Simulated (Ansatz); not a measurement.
NiI2(H2O)2 (NiI₂O₂H₄). Charge 0, multiplicity 1. Geometry PBE-D4/def2-SVP.

```tsv
atom	x (Å)	y (Å)	z (Å)
Ni1	0.019	0.019	-0.203
I2	2.491	-0.152	0.288
I3	-2.504	0.139	-0.156
O4	-0.066	-1.856	-0.477
H5	-0.921	-2.188	-0.121
H6	0.670	-2.281	0.021
O7	0.121	1.910	-0.112
H8	0.890	2.157	0.451
H9	-0.701	2.250	0.309
```

In the def2 sets I takes a core potential; there is no spin–orbit coupling. LC-ωPBE has ω = 0.4 bohr⁻¹. HSE06 is defined as in plane-wave codes, on full-range PBE exchange. At HF/def2-TZVP, PBE-D4/def2-TZVP, r2SCAN-D4/def2-TZVP the restricted singlet is unstable: a solution with broken spin symmetry lies lower. The restricted singlet is unstable towards broken spin symmetry at other levels; at HSE06-D4/def2-TZVP, LC-ωPBE/def2-TZVP this wasn't settled. At PBE0-D4/def2-TZVP a triplet of charge 0 lies 0.51 eV below the restricted singlet, each at its own geometry.

Question: Estimate the orbital energies around the gap (eV) in Ansatz with HF/def2-TZVP, PBE-D4/def2-TZVP, r2SCAN-D4/def2-TZVP, HSE06-D4/def2-TZVP, LC-ωPBE/def2-TZVP.

Answer: 
| orbital | HF/def2-TZVP | PBE-D4/def2-TZVP | r2SCAN-D4/def2-TZVP | HSE06-D4/def2-TZVP | LC-ωPBE/def2-TZVP |
| --- | --- | --- | --- | --- | --- |
| HOMO−5 | -11.26 | -6.49 | -6.75 | -7.58 | -10.83 |
| HOMO−4 | -10.31 | -6.24 | -6.53 | -7.44 | -10.15 |
| HOMO−3 | -9.91 | -5.89 | -6.25 | -7.16 | -10.12 |
| HOMO−2 | -9.71 | -5.62 | -6.14 | -6.87 | -9.86 |
| HOMO−1 | -9.62 | -5.35 | -5.67 | -6.81 | -9.72 |
| HOMO | -9.49 | -5.15 | -5.48 | -6.45 | -9.36 |
| LUMO | 2.13 | -4.48 | -4.43 | -3.68 | -1.47 |
| LUMO+1 | 3.04 | -1.21 | -0.66 | -0.75 | 1.66 |
| LUMO+2 | 3.26 | -0.57 | 0.02 | -0.04 | 2.53 |
| LUMO+3 | 4.35 | 0.51 | 1.12 | 1.06 | 3.57 |
| LUMO+4 | 4.48 | 0.78 | 1.21 | 1.28 | 3.66 |
| LUMO+5 | 5.20 | 1.18 | 1.52 | 1.70 | 4.26 |
